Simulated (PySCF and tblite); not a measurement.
The numbers below are computed, except where a source is named.
2 diastereomers of C2H12ClFS5Si5, numbered alike:

```json
{"isomer": "A", "SMILES": "[CH3:1][Si:2]1([CH3:3])[S:4][SiH2:5][S:6][Si@H:7]([Cl:8])[S:9][SiH2:10][S:11][Si@H:12]([F:13])[S:14]1", "descriptors (one enantiomer)": "7S, 12S"}
{"isomer": "B", "SMILES": "[CH3:1][Si:2]1([CH3:3])[S:4][SiH2:5][S:6][Si@@H:7]([Cl:8])[S:9][SiH2:10][S:11][Si@H:12]([F:13])[S:14]1", "descriptors (one enantiomer)": "7R, 12S"}
```

Each isomer is a Boltzmann average at 298.15 K over at most 3 conformers: GFN2-xTB geometries, energies PBE0/6-31G* (D3(BJ) added where defined), GIAO shieldings PBE0/6-31G*, GFN2-xTB thermal terms. Programs: PySCF with density fitting and tblite.

Problem. What shifts does each isomer give (ppm)?

Solution. 
A: ¹H (against TMS): 0.55 (H3, 3H), 0.54 (H1, 3H). ¹³C (against TMS): 7.6 (C3), 6.8 (C1). ¹⁹F (against CFCl3): -140.9 (F13). ²⁹Si (against TMS): 46.4 (Si2), 42.9 (Si12), 42.3 (Si7), 9.3 (Si5), 6.1 (Si10).

B: ¹H (against TMS): 0.81 (H1, 3H), 0.45 (H3, 3H). ¹³C (against TMS): 8.4 (C3), 7.6 (C1). ¹⁹F (against CFCl3): -131.9 (F13). ²⁹Si (against TMS): 47.5 (Si2), 45.0 (Si7), 43.7 (Si12), 12.2 (Si5), 2.8 (Si10). H not on carbon is left out.

The conformer set may be incomplete (the search or the number kept was capped). Unscaled ¹⁹F and ²⁹Si shifts at such levels can be off by tens of ppm; differences between conformers or isomers are more reliable. Shifts are unscaled: against experiment ¹³C can be off by 15 ppm or more and ¹H by 0.8 ppm.
